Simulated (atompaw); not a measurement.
# Which change was made? (Nb, PAW (atompaw))

Nb (Z = 41), PAW, made with atompaw 4.2.0.5 (LDA (PW92), scalar-relativistic). Core [Ar] 3d10, reference 4s2 4p6 4d2 5s0 5p0 (charge +3). Waves: 4s (bound): rc 1.25 bohr; 5s (bound, empty): rc 2.65 bohr; 4p (bound): rc 1.65 bohr; 5p (bound, empty): rc 1.75 bohr; 4d (bound): rc 2.65 bohr; 4d channel at -0.8 Ry: rc 2.65 bohr. Local part: troulliermartins scheme with l = 3 at 0 Ry, radius 1.90 bohr. Core correction: smooth core density matched at 2.25 bohr. Augmentation charge: besselshape compensation charge, radius 2.55 bohr; PAW radius 2.65 bohr; waves and projectors: custom polynom vanderbiltortho.

Cutoffs, loose and tight: the cutoffs (Ry, on a coarse ladder) from which the occupation-weighted sum of valence levels, in a spherical-Bessel basis at the reference potential, stays within 10 and 1 mRy of its value at 400 Ry. They see the waves, projectors and local potential, not the compensation charge or the core.

The base gives: outcome: generated; cutoff, loose: 40 Ry; cutoff, tight: 70 Ry; bound ghosts: none.

**Question.** After one change the result is: outcome: generated; cutoff, loose: 25 Ry; cutoff, tight: 45 Ry; bound ghosts: none. Which change was it?
A. augmentation besselshape compensation charge, radius 2.55 bohr; PAW radius 2.65 bohr; waves and projectors: custom rrkj gramschmidtortho
B. augmentation besselshape compensation charge, radius 2.55 bohr; PAW radius 2.65 bohr; waves and projectors: custom polynom2 7 10 vanderbiltortho
C. wave 4s (bound): rc 1.25 bohr becomes 4s (bound): rc 1.84 bohr

**Answer.** C. The others give: augmentation besselshape compensation charge, radius 2.55 bohr; PAW radius 2.65 bohr; waves and projectors: custom rrkj gramschmidtortho → outcome: failed: atompaw: The overlap operator has at least one negative eigenvalue! | augmentation besselshape compensation charge, radius 2.55 bohr; PAW radius 2.65 bohr; waves and projectors: custom polynom2 7 10 vanderbiltortho → outcome: generated; cutoff, loose: 30 Ry; cutoff, tight: 80 Ry; bound ghosts: none.
